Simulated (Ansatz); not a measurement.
System: NbOF$_{2}$, net charge 0, doublet state. SMILES: [O]=[Nb]([F])[F]

Atoms: Nb1, O2, F3, F4. Bonds: Nb1-O2, Nb1-F3, Nb1-F4.

Bond lengths (Å) and angles (degrees) optimised at HF/6-31G* with LANL2DZ past Ar with Ansatz (a program for electronic structure); PBE/6-31G* with LANL2DZ past Ar with Ansatz; MP2/6-31G* with LANL2DZ past Ar with Ansatz, each started from the B3LYP-D3(BJ)/def2-TZVP structure (Ansatz) of the last column. A row stands for all coordinates that are equal there. 6-31G* holds six Cartesian d functions. No wavenumbers were computed at PBE/6-31G* with LANL2DZ past Ar, MP2/6-31G* with LANL2DZ past Ar, so these may be saddle points.

```
coordinate  HF/6-31G* with LANL2DZ past Ar  PBE/6-31G* with LANL2DZ past Ar  MP2/6-31G* with LANL2DZ past Ar  B3LYP-D3(BJ)/def2-TZVP
----------  ------------------------------  -------------------------------  -------------------------------  ----------------------
Nb1-O2                               1.698                            1.723                            1.689                   1.699
Nb1-F3                               1.885                            1.882                            1.897                   1.888
O2-Nb1-F3                            115.9                            111.4                            111.9                   114.2
F3-Nb1-F4                            128.2                            127.0                            124.0                   128.0
```

Mean signed difference of all 3 bond lengths from B3LYP-D3(BJ)/def2-TZVP: HF/6-31G* with LANL2DZ past Ar -0.002 Å, PBE/6-31G* with LANL2DZ past Ar 0.004 Å, MP2/6-31G* with LANL2DZ past Ar 0.003 Å.
